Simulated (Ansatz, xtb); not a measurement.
Relative energy of two isomers of C5H4N2

Structure X: `C#Cc1cn[nH]c1`, a singlet. Structure Y: `C#Cc1ccn[nH]1`, a singlet. Both are isolated molecules in the gas phase, relaxed with PBE-D3(BJ)/def2-SVP.

Energies in hartree; the thermal terms are from GFN2-xTB frequencies at re-optimised GFN2-xTB minima (ideal gas, soft modes damped towards free rotors, one conformer each, 298.15 K, 1 atm) and include the zero-point energy:

|  | X | Y |
| --- | --- | --- |
| E, CCSD(T)/def2-SVP | −301.280501 | −301.279513 |
| E, MP2/def2-SVP | −301.209823 | −301.210361 |
| E, MP2/def2-TZVPP | −301.753758 | −301.754953 |
| zero-point energy | 0.077819 | 0.077880 |
| H(298 K) − E | 0.084746 | 0.084794 |
| G(298 K) − E | 0.048207 | 0.048276 |

Q: Correct the CCSD(T) difference for the basis set by the MP2 change, then work out ΔE, ΔE₀, ΔH and ΔG for X → Y in kJ/mol (1 Eh = 2625.50 kJ/mol) and the equilibrium ratio [Y]/[X].

A: 1. Differences Y − X: CCSD(T) +0.000988, MP2 in the small set −0.000538, MP2 in the large set −0.001195 Eh.
2. ΔE = +0.000988 + (−0.001195 − (−0.000538)) = +0.000331 Eh = +0.87 kJ/mol.
3. ΔE₀ = ΔE + ΔZPE = +0.000331 + (+0.000061) Eh = +1.03 kJ/mol.
4. ΔH = ΔE + (+0.000048) Eh = +1.00 kJ/mol.
5. ΔG = ΔE + (+0.000069) Eh = +1.05 kJ/mol, so ΔS = (ΔH − ΔG)/T = −0.2 J/(mol K).
6. kT = 0.9442 mEh, so K = [Y]/[X] = exp(−ΔG/kT) = exp(−0.42) ≈ 0.65.

The two are too close for this level to say which is favoured. An error of 4 kJ/mol in ΔG would change K by a factor of 5. Mirror images and further conformers aren't counted.

As drawn, both hold the same kinds of bond in the same numbers.

Other levels gave ΔE = −4.2 (GFN2-xTB); +1.2 (HF/STO-3G, GFN2-xTB geometries); −1.6 (r2SCAN-D4/def2-SVP, GFN2-xTB geometries); −1.8 (PBE-D3(BJ)/def2-SVP); +7.1 (HF/def2-SVP); −1.4 (MP2/def2-SVP); +2.6 (CCSD(T)/def2-SVP) kJ/mol. The correlated steps freeze 7 core orbitals. Programs: Ansatz 0.2.0, xtb 6.7.1.
